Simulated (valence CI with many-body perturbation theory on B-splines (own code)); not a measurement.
Cu XXV: electric-dipole lines

Method: configuration interaction combined with many-body perturbation theory (CI+MBPT): three valence electrons over a frozen Dirac-Fock core [He], radial functions for each j: 11 s, 11 p, 9 d, 7 f, 5 g, 2 h, 1 i, with the one-electron correlation potential Σ1 (screened to all orders), the two-electron term Σ2, the three-electron term Σ3, Breit, model QED; selected single and double excitations, second order for the rest (own B-spline code, finite nucleus).

No measured spectrum was set against this ion. As an estimate, levels of excited configurations hold to 0.05 to 0.15 % of their energy, terms of the ground configuration to about 0.5 %.

Lines 51 to 100 of 254 in falling wavelength, among levels below 1493.5 eV, chosen from the strongest by gf and those to the six lowest levels. Wavelengths and rates use the calculated energies, so an error of 900 cm⁻¹ moves a line at 12.80 nm by 0.12 % and its rate by three times that or more. Electric multipoles are in the length gauge, E1 and E2 with the static RPA response of the core. Weak lines are less certain than strong ones. Lines between different terms over intervals too small for the method are left out, as are lines whose strength nearly cancels. The highest levels of a list are the least certain.

Names give the largest LS component (configuration and term), which can be under half, so a name can repeat, a term be missing and a line seem to break the LS rules; names also repeat where a configuration has a term twice. Letters in brackets count levels of one name in rising energy.

| λ vac (nm) | Upper | Lower | A (s⁻¹) | S (a.u.) with core polarisation | S without |
| --- | --- | --- | --- | --- | --- |
| 12.80 | 2p3 2D°_3/2 | 2s.2p2 2D_3/2 | 7.87e+09 | 3.25e-02 | 3.27e-02 |
| 12.79 | 2p3 2P°_3/2 | 2s.2p2 2P_3/2 | 2.77e+10 | 1.14e-01 | 1.15e-01 |
| 12.00 | 2p3 2D°_5/2 | 2s.2p2 2D_3/2 | 5.96e+09 | 3.05e-02 | 3.06e-02 |
| 11.75 | 2p2.3p 4D°_7/2 | 2s.2p.3p 4D_5/2 | 7.50e+09 | 4.80e-02 | 4.82e-02 |
| 11.75 | 2p3 4S°_3/2 | 2s.2p2 4P_5/2 | 2.16e+10 | 6.92e-02 | 6.94e-02 |
| 11.30 | 2s.2p.3d 2F°_7/2 [b] | 2s2.3d 2D_5/2 | 1.61e+10 | 9.16e-02 | 9.20e-02 |
| 11.26 | 2p2.3s 4P_5/2 | 2s.2p.3s 4P°_3/2 | 9.27e+09 | 3.92e-02 | 3.94e-02 |
| 11.20 | 2p2.3s 2D_3/2 [b] | 2s.2p.3s 2P°_3/2 [a] | 1.62e+10 | 4.50e-02 | 4.52e-02 |
| 11.08 | 2s.2p2 2D_3/2 | 2s2.2p 2P°_1/2 | 1.67e+10 | 4.50e-02 | 4.51e-02 |
| 11.08 | 2s.2p.3d 2F°_5/2 [b] | 2s2.3d 2D_3/2 | 1.65e+10 | 6.66e-02 | 6.69e-02 |
| 11.05 | 2s.2p.3p 2D_5/2 [b] | 2s2.3p 2P°_3/2 | 2.14e+10 | 8.55e-02 | 8.58e-02 |
| 10.96 | 2s.2p.3d 2D°_3/2 [b] | 2s2.3d 2D_3/2 | 2.62e+10 | 6.79e-02 | 6.82e-02 |
| 10.90 | 2s.2p.3d 2D°_5/2 [b] | 2s2.3d 2D_5/2 | 2.83e+10 | 1.09e-01 | 1.09e-01 |
| 10.87 | 2s.2p.3s 2P°_1/2 [b] | 2s2.3s 2S_1/2 | 3.04e+10 | 3.85e-02 | 3.87e-02 |
| 10.86 | 2s.2p.3p 2P_3/2 | 2s2.3p 2P°_3/2 | 2.69e+10 | 6.80e-02 | 6.82e-02 |
| 10.85 | 2s.2p.3s 2P°_3/2 [b] | 2s2.3s 2S_1/2 | 2.24e+10 | 5.66e-02 | 5.68e-02 |
| 10.81 | 2s.2p.3p 2D_3/2 [b] | 2s2.3p 2P°_1/2 | 2.35e+10 | 5.87e-02 | 5.90e-02 |
| 10.76 | 2p3 4S°_3/2 | 2s.2p2 4P_3/2 | 1.60e+10 | 3.94e-02 | 3.95e-02 |
| 10.54 | 2s.2p.3d 2P°_1/2 [b] | 2s2.3d 2D_3/2 | 3.53e+10 | 4.08e-02 | 4.09e-02 |
| 10.50 | 2s.2p.3d 2P°_3/2 [b] | 2s2.3d 2D_5/2 | 2.45e+10 | 5.60e-02 | 5.62e-02 |
| 10.06 | 2p3 2P°_1/2 | 2s.2p2 2D_3/2 | 3.83e+10 | 3.85e-02 | 3.86e-02 |
| 9.889 | 2s.2p2 2P_1/2 | 2s2.2p 2P°_1/2 | 5.00e+10 | 4.78e-02 | 4.79e-02 |
| 9.788 | 2p3 2D°_3/2 | 2s.2p2 4P_5/2 | 1.11e+09 | 2.05e-03 | 2.06e-03 |
| 9.770 | 2s.2p2 2S_1/2 | 2s2.2p 2P°_3/2 | 4.30e+10 | 3.96e-02 | 3.97e-02 |
| 9.725 | 2p3 4S°_3/2 | 2s.2p2 4P_1/2 | 1.41e+10 | 2.57e-02 | 2.57e-02 |
| 9.646 | 2s.2p2 2P_3/2 | 2s2.2p 2P°_3/2 | 5.81e+10 | 1.03e-01 | 1.03e-01 |
| 9.316 | 2p3 2D°_5/2 | 2s.2p2 4P_5/2 | 4.85e+09 | 1.16e-02 | 1.17e-02 |
| 9.094 | 2p3 2D°_3/2 | 2s.2p2 4P_3/2 | 6.88e+09 | 1.02e-02 | 1.03e-02 |
| 9.028 | 2p3 2P°_3/2 | 2s.2p2 2D_3/2 | 5.86e+09 | 8.51e-03 | 8.54e-03 |
| 8.144 | 2s.2p2 2P_3/2 | 2s2.2p 2P°_1/2 | 6.83e+09 | 7.28e-03 | 7.31e-03 |
| 1.029 | 2s2.3p 2P°_1/2 | 2s.2p2 2D_3/2 | 2.48e+11 | 2.66e-04 | 2.65e-04 |
| 1.004 | 2s.2p.3s 4P°_3/2 | 2s.2p2 2D_3/2 | 9.47e+10 | 1.89e-04 | 1.88e-04 |
| 1.003 | 2p2.3s 2D_3/2 [b] | 2p3 2P°_3/2 | 3.73e+12 | 7.43e-03 | 7.40e-03 |
| 0.9960 | 2s.2p.3s 2P°_1/2 [a] | 2s.2p2 2D_3/2 | 2.23e+12 | 2.17e-03 | 2.16e-03 |
| 0.9931 | 2p2.3s 2D_3/2 [a] | 2p3 2D°_5/2 | 2.44e+12 | 4.73e-03 | 4.70e-03 |
| 0.9926 | 2p2.3s 2P_1/2 | 2p3 2D°_3/2 | 3.74e+12 | 3.61e-03 | 3.59e-03 |
| 0.9867 | 2s.2p.3s 2P°_3/2 [a] | 2s.2p2 2D_5/2 | 3.01e+12 | 5.71e-03 | 5.68e-03 |
| 0.9822 | 2p2.3s 4P_3/2 | 2p3 4S°_3/2 | 2.03e+12 | 3.80e-03 | 3.79e-03 |
| 0.9816 | 2s.2p.3s 2P°_3/2 [a] | 2s.2p2 2D_3/2 | 1.99e+11 | 3.73e-04 | 3.71e-04 |
| 0.9800 | 2s.2p.3s 4P°_3/2 | 2s.2p2 4P_5/2 | 2.28e+12 | 4.24e-03 | 4.22e-03 |
| 0.9787 | 2p2.3s 2D_5/2 | 2p3 2D°_5/2 | 2.65e+12 | 7.37e-03 | 7.34e-03 |
| 0.9783 | 2s2.3s 2S_1/2 | 2s2.2p 2P°_3/2 | 3.02e+12 | 2.79e-03 | 2.77e-03 |
| 0.9767 | 2s.2p.3s 4P°_1/2 | 2s.2p2 4P_3/2 | 3.72e+12 | 3.42e-03 | 3.40e-03 |
| 0.9765 | 2p2.3s 4P_5/2 | 2p3 4S°_3/2 | 2.62e+12 | 7.22e-03 | 7.19e-03 |
| 0.9742 | 2s.2p.3d 2D°_5/2 [a] | 2s.2p2 2P_3/2 | 2.30e+12 | 6.29e-03 | 6.30e-03 |
| 0.9737 | 2p2.3s 2D_5/2 | 2p3 2D°_3/2 | 1.45e+12 | 3.97e-03 | 3.96e-03 |
| 0.9726 | 2s.2p.3s 4P°_3/2 | 2s.2p2 4P_3/2 | 4.83e+11 | 8.76e-04 | 8.73e-04 |
| 0.9703 | 2s.2p.3d 2P°_3/2 [a] | 2s.2p2 2P_3/2 | 3.99e+12 | 7.19e-03 | 7.21e-03 |
| 0.9691 | 2s.2p.3d 4F°_3/2 | 2s.2p2 2D_3/2 | 1.02e+12 | 1.84e-03 | 1.84e-03 |
| 0.9691 | 2s.2p.3d 2P°_3/2 [a] | 2s.2p2 2S_1/2 | 7.63e+12 | 1.37e-02 | 1.37e-02 |
